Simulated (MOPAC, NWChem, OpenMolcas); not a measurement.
C2HClFIn (SMILES C#[C][In]([F])[Cl]): the dipole moment, rung by rung

C2HClFIn: 6 atoms, total charge 0, spin state singlet. SMILES: `C#[C][In]([F])[Cl]`. Geometry: relaxed at PBE0-D4/def2-TZVP.

```xyz
6

C     1.0883    0.3403    1.7008
C     0.4389    0.1201    0.7087
In   -0.6558   -0.2357   -0.9847
F    -1.7736   -1.8066   -1.1237
Cl   -0.7592    1.0495   -2.8809
H     1.6615    0.5324    2.5799
```

Quantity: the dipole moment, in D. The values are calculated.

```csv
level,kind,program,value (D),CPU time
MNDO,semi-empirical,MOPAC,3.39,under 2 s
HF/def2-SVP (core potential),Hartree–Fock,NWChem,3.66,26 s
SVWN5/def2-SVP (core potential),LDA,OpenMolcas,2.98,16 s
PBE/def2-SVP (core potential),GGA,NWChem,2.93,33 s
M06-L/def2-SVP (core potential),meta-GGA,OpenMolcas,3.15,30 s
BHLYP/def2-SVP (core potential),global hybrid,OpenMolcas,3.35,18 s
```

The values span 2.93 to 3.66 D. Magnitudes only. CPU times are rough (shared hosts, several kinds of processor): they show what a rung costs within a factor of a few.
